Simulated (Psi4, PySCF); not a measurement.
boron oxyfluoride (BFO), singlet, at a GFN2-xTB geometry. Base run: PySCF with BHANDHLYP/cc-pVDZ, TDA.

Here is a job for PySCF.
```python
from pyscf import gto, scf, dft, tdscf

mol = gto.M(
    atom='''
F    -0.000000   -0.000000   -1.189256
B     0.000000    0.000000    0.092503
O     0.000000    0.000000    1.280098
''',
    basis='cc-pvdz',
    charge=0,
    spin=0,
    verbose=3,
)

mf = dft.RKS(mol)
mf.xc = 'bhandhlyp'
mf.kernel()
td = mf.TDA()
td.nstates = 5
td.kernel()
td.analyze()
```

Programs used: Psi4, PySCF; a row that names a program was run with it.

The base run was repeated with changes; each row names its change, and settings that it needs were set with it.

```csv
change,first excitation (eV),oscillator strength of the first,second (eV)
base,9.18,0.066,9.18
nstates = 10,9.18,0.066,9.18
basis = def2-SVPD,8.67,0.058,8.67
functional = blyp,8.15,0.052,8.15
states = triplets,8.23,-,8.47
basis = def2-TZVP,8.62,0.064,8.62
code = psi4,9.18,0.066,9.18
conv_tol = 1e-3,9.18,0.067,9.18
functional = pbe,8.29,0.052,8.29
response = full linear response,9.15,0.059,9.15
functional = pbe0,8.84,0.060,8.84
```

An iterative solver can miss low states, so a row lists the states that it found.
